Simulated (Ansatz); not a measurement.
**Several solutions for singlet ZnO**

| atom | x (Å) | y (Å) | z (Å) |
| --- | --- | --- | --- |
| Zn | 0.0000 | 0.0000 | 0.0000 |
| O | 0.0000 | 0.0000 | 3.4000 |

Basis set: def2-SVP (spherical functions). Charge 0, multiplicity 1.

PBE0 (unrestricted) was run from several starts with Ansatz (development build ahead of 0.2.0).

| run | program | start | converged | energy (hartree) | <S²> |
| --- | --- | --- | --- | --- | --- |
| A | Ansatz | atomic start, no search | yes | -1853.71484 | 0.00 |
| B | Ansatz | stability test followed | yes | -1853.78268 | 1.01 |
| C | Ansatz | search for the lowest state | yes | -1853.78268 | 1.01 |

Q: Which runs reached the lowest solution of this kind, and what is wrong with the others?

A: B, C reached the lowest solution found. Converged but too high: A by 1.85 eV. Convergence only shows a stationary point, and even a stable one can lie too high; stability tests and further starts are what find lower ones. Caution: charge can spread falsely over distant fragments. Caution: another spin multiplicity may lie lower. Caution: the unrestricted determinant is a mixture of spin states.
